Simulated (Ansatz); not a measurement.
# One elementary step

Start structure (SiNH₉O₂, closed shell), relaxed at PBE0-D4/def2-TZVP:

```
13
angstrom
Si -0.9583 -0.0937 0.6696
H 0.4167 0.4680 0.7943
H -1.4282 -0.0888 -0.7368
H -0.9558 -1.4763 1.2145
N -1.9916 1.0156 1.5032
H 1.4509 -0.9776 -1.2771
O 0.9174 -1.7148 -0.9387
H 1.6237 1.1253 -0.7518
O 2.1841 0.7560 -1.4434
H -2.9824 0.9818 1.3211
H -1.8257 1.2134 2.4776
H 0.4646 -2.0765 -1.7029
H 3.0847 0.8677 -1.1295
```

The step: SiNH₅ ([NH2][SiH3]) + H₂O + H₂O → SiNH₅O ([NH2][SiH2][OH]) + H₂O + H₂; bonds formed: Si1–O7, H2–H8, H6–O9; bonds broken: Si1–H2, H6–O7, H8–O9. Computed with Ansatz 0.2.0 (basis: def2-TZVPP and def2-QZVPP); correlated methods freeze the cores. Extrapolation: Hartree–Fock as exp(−7.88 √X), correlation as X^−2.97. Energies below are by CCSD(T) at an estimated basis limit (MP2 extrapolated from triple and quadruple zeta, plus CCSD(T) − MP2 in triple zeta).

What are the electronic barrier and the energy of the step, from the start structure to the end structure? (Judge from chemistry; the value comes from the calculation.)

The calculation gives: Barrier 27.85 kcal/mol; step energy -20.45 kcal/mol (downhill); reverse barrier, their difference, 48.30 kcal/mol. Barrier and step energy count from the start structure, the reverse barrier from the end structure.

The saddle point: One imaginary mode of 1166i cm⁻¹.
```csv
pair,start (Å),saddle (Å),end (Å)
Si1–O7,2.96,1.79,1.67
H2–H8,2.07,1.13,0.75
H6–O9,1.89,1.19,0.97
Si1–H2,1.49,1.73,5.04
H6–O7,0.97,1.21,1.98
H8–O9,0.96,1.12,2.50
```

Zero-point energy (harmonic, PBE0-D4): ZPE is 62.12 kcal/mol at the start and 61.12 kcal/mol at the saddle, so the barrier goes from 27.85 to 26.85 kcal/mol.

T1 diagnostic: at most 0.011.

Labels in which every atom is bracketed show which atoms are joined, not bond orders.

For scale, one of the runs: CCSD(T)/def2-TZVPP, 261 basis functions, launched by `ansatz run in.yaml --threads 8 --pin off --events-out ev --progress --plain --max-ram 19148MiB`. The run took 73 s on 8 CPU threads of an Arm Neoverse V2 (shared host), with 6.4 GiB of host memory at its peak.
